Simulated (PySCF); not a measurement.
Polarisability and C₆ of O (oxygen, neutral)

[He] 2s2 2p4, high-spin 3P determinant. All numbers are calculated (PySCF 2.14, the spin-free X2C one-electron Hamiltonian (Gaussian nucleus), in dyall-acv3z). Coupled (time-dependent) response in atomic units; α is the mean over directions.

| method | mean α (bohr³) | α xx, yy, zz | C₆ (like pair) | S(−4) |
| --- | --- | --- | --- | --- |
| UHF | 4.574 | 4.380, 4.962, 4.380 | 13.38 | 9.122 |
| PBE | 5.440 | 5.022, 6.276, 5.022 | 16.63 | 15.66 |
| PBE0 | 5.106 | 4.782, 5.754, 4.782 | 15.40 | 12.64 |
| M06-2X | 5.107 | 4.866, 5.588, 4.866 | 15.23 | 12.84 |
| r2SCANh | 5.130 | 4.818, 5.754, 4.818 | 15.84 | 12.06 |

S(−4) is the Cauchy moment in α(ω) = α(0) + S(−4) ω² + …

Reference α: 5.3 ± 0.2 bohr³ (recommended; Schwerdtfeger and Nagle, table of static dipole polarizabilities (2023 update)). Published C₆: 15.60 (Chu and Dalgarno (2004); Tang, Norbeck and Certain (1976)).

α(iu) at PBE:

```tsv
u (hartree)	α(iu) (bohr³)
0	5.440
0.0500	5.401
0.100	5.291
0.200	4.923
0.300	4.468
0.500	3.580
0.750	2.694
1.00	2.055
1.50	1.279
2.00	0.8654
3.00	0.4695
5.00	0.2011
```

A single London oscillator, α(iu) = α/(1 + u²/ω²), gives C₆ = (3/4) ω α². Matching the computed C₆ needs ω = 4 × 16.63 / (3 × 5.440²) = 0.749 hartree.

The components differ because the open shell of this determinant is not spherical; for a pure term their mean is the scalar polarisability.
